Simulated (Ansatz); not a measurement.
**Forces on a displaced structure**

CHFI (SMILES F[CH]I), doublet, displaced at random from its PBE0-D4/def2-TZVP minimum.

```xyz
4
angstrom
F -0.1079 -1.1970 0.6827
C 0.0981 0.0309 0.3083
I -1.1594 0.7779 -1.2333
H 1.1747 0.3624 0.2213
```

Program: Ansatz 0.2.0. Basis: def2-TZVPP. Cores are frozen in the correlated methods; orbitals are unrestricted. Filled d shells of the heavier atoms are correlated. Core potentials replace the inner electrons of the atoms past krypton. The def2 sets are not built for correlating such inner shells, so the correlated values are less sure here.

CCSD(T) forces from the calculation:
| atom | Fx | Fy | Fz (eV/Å) |
| --- | --- | --- | --- |
| F1 | -0.061 | -1.126 | 0.272 |
| C2 | 0.915 | 2.036 | -0.936 |
| I3 | 0.390 | -0.300 | 0.503 |
| H4 | -1.243 | -0.609 | 0.161 |

(1) Which atom feels the largest CCSD(T) force, and how large is it?

The T1 diagnostic stays at or below 0.015. ⟨S²⟩ of the unrestricted Hartree–Fock references: 0.77 (a pure state has 0.75). These are differences at one structure, and CCSD(T) in triple zeta is itself an approximation.

Results:

(1) C2, 2.42 eV/Å, along (0.38, 0.84, -0.39).

Root-mean-square difference of the force components from those of CCSD(T): PBE-D4 0.173; r2SCAN-D4 0.122; PBE0-D4 0.211; wB97M-V 0.097 eV/Å.

For scale, one of the runs: CCSD(T)/def2-TZVPP forces, 126 basis functions (an equivalent command: `ansatz run in.yaml --threads 4`). The run took 3.5 min on 4 CPU threads (shared host), with 3.1 GiB of host memory at its peak.
